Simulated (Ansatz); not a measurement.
Geometry optimisation, Ansatz 0.2.0, RKS BHLYP-D4/def2-TZVP.

Input file:

```yaml
crystal:
  periodic: [false, false, false]
  atoms:
    - { symbol: Ga, position_ang: [-0.8837, -0.4365, -0.1993] }
    - { symbol: H, position_ang: [0.6204, 0.2401, -1.3652] }
    - { symbol: H, position_ang: [-1.2566, -1.8947, -0.5916] }
    - { symbol: H, position_ang: [-1.8897, 0.7393, 0.0094] }
    - { symbol: H, position_ang: [1.1532, 0.23, -0.5417] }
    - { symbol: S, position_ang: [1.3194, -0.0658, 1.2246] }
    - { symbol: H, position_ang: [0.9371, 1.1876, 1.4637] }
basis:
  gaussian: { orbitals: def2-TZVP }
hamiltonian:
  xc: { name: BHLYP }
  dispersion: d4
relax:
  f_tol: 0.15
  max_steps: 25
  restrain:
    - { distance: [0, 5], at: 3.57, k: 30.0 }
    - { distance: [4, 1], at: 1.92, k: 30.0 }
    - { distance: [0, 1], at: 1.53, k: 30.0 }
    - { distance: [4, 5], at: 1.36, k: 30.0 }
output:
  orbitals: {}
```

Launched with:

```bash
$ ansatz run input.yaml --threads 2 --pin off --max-ram 3072MiB --backend cpu --events-out ev --progress --plain --runs-dir out
```

Problem. Where does it end, and by what steps?

Solution. The forces met the threshold. The restraints hold the end off the free minimum. After 5 steps the energy has fallen by 0.824 eV (the restraints' own energy left out); H5 moved furthest, 0.65 Å. Joined: Ga1–H2 (2.02 → 1.54 Å), H5–S6 (1.80 → 1.35 Å).

```json
{"step": "0", "energy less start (eV)": "0.0000", "largest force component (eV/Å)": "1.268", "accepted": "yes"}
{"step": "1", "energy less start (eV)": "0.1763", "largest force component (eV/Å)": "2.084", "accepted": "yes"}
{"step": "2", "energy less start (eV)": "-0.4157", "largest force component (eV/Å)": "2.303", "accepted": "yes"}
{"step": "3", "energy less start (eV)": "-0.7766", "largest force component (eV/Å)": "0.893", "accepted": "yes"}
{"step": "4", "energy less start (eV)": "-0.8237", "largest force component (eV/Å)": "0.586", "accepted": "yes"}
{"step": "5", "energy less start (eV)": "-0.8244", "largest force component (eV/Å)": "0.500", "accepted": "yes"}
```

```xyz
7
Properties=species:S:1:pos:R:3
Ga -1.129 -0.450 -0.730
H 0.182 0.041 -1.381
H -1.505 -1.963 -0.754
H -2.072 0.612 -0.071
H 1.510 0.320 -0.009
S 1.741 0.118 1.306
H 1.273 1.321 1.639
```

The run took 4.6 s on 2 threads of AMD EPYC 9R45 96-Core Processor (Zen 5), with other jobs on the host, peak memory 0.24 GiB.
